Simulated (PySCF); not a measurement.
An unknown is described by computed data only.

Formula: H4OSeSi.

| Item | Value |
| --- | --- |
| Dipole | 0.64 D [CAM-B3LYP/def2-SVPD] |
| UV, strongest line | among the 10 lowest singlet transitions: S9 at 7.71 eV (161 nm, f = 0.090) [TDDFT CAM-B3LYP/def2-SVPD] |
| NMR, other nuclei | isotropic shieldings of nuclei other than C and H, by class: 259 (1 O), 334 (1 Si), 1972 (1 Se) ppm [GIAO PBE/pcSseg-2] |
| Triplet | lowest triplet excitation (Tamm–Dancoff): 5.05 eV [TDA CAM-B3LYP/def2-SVPD] |
| Valence photoelectron | vertical ionisation energy: 9.59 eV [ΔSCF CAM-B3LYP/def2-SVPD] |
| Polarisability | 60.7 au [CAM-B3LYP/def2-SVPD] |
| UV, first state | lowest singlet excitation: 5.47 eV (227 nm, f = 0.007) [TDDFT CAM-B3LYP/def2-SVPD] |
| Rotational structure | rotational constants A, B, C: 17.384, 2.354, 2.166 GHz [PBE0-D3(BJ)/def2-SVP] |
| XPS | Si2p3/2 107.8, O1s 538.8, Si1s 1847.8 eV [ΔSCF SCAN, pcX-2 on the ionised atom, pcseg-1 elsewhere, spin-free X2C, 2p3/2 from a spin–orbit splitting computed afterwards within the 2p shell] |
| 1H NMR | chemical shifts (computed TMS as zero) by class: 5.88 (2 H), 1.12 (1 H), 0.87 (1 H) ppm [GIAO PBE/pcSseg-2] |

The electronic properties come from PySCF, for the isolated species, density fitting. Levels stand in brackets. The structure is a single PBE0-D3(BJ)/def2-SVP conformer in the gas phase; no vibrational or solvent corrections. The calculation (core ionisation apart) is non-relativistic and has no spin–orbit coupling, an omission that weighs most on selenium. NMR classes are plain means over equivalent atoms (diastereotopic ones count apart unless rotation or inversion swaps them), as if these changed places fast.

Question: Propose a structure and show how it fits.

Answer: Numbering: `[OH:1][SiH2:2][SeH:3]`. Hydrogen classes from least to most shielded: 2 H on an oxygen-bound silicon, Si2 (5.88 ppm), 1 H on a selenium bonded to Si and H, Se3 (1.12 ppm), 1 H on a silanol oxygen, O1 (0.87 ppm). The other shieldings belong to: 259 ppm, silanol oxygen [O1]; 334 ppm, oxygen-bound silicon [Si2]; 1972 ppm, selenium bonded to Si and H [Se3]. The core levels belong to: Si2p3/2 107.8 eV, oxygen-bound silicon [Si2]; O1s 538.8 eV, silanol oxygen [O1]; Si1s 1847.8 eV, oxygen-bound silicon [Si2]. No core level of Se was computed. The first electron is taken from the HOMO, whose largest Löwdin shares are 0.80 on the selenium bonded to Si and H, 0.09 on the oxygen-bound silicon and 0.06 on the hydrogen on selenium. By its constants the optimised geometry is an asymmetric top. Structure: `[SeH][SiH2]O`. The assignments are read from this structure; whether some other isomer fits the data as well wasn't checked. NMR values of atoms bound to Se lack the spin–orbit term that these neighbours bring.

Conformer computed: `[OH:1][SiH2:2][SeH:3]`: H–O1–Si2–Se3 -50°, H–Se3–Si2–O1 -64°.
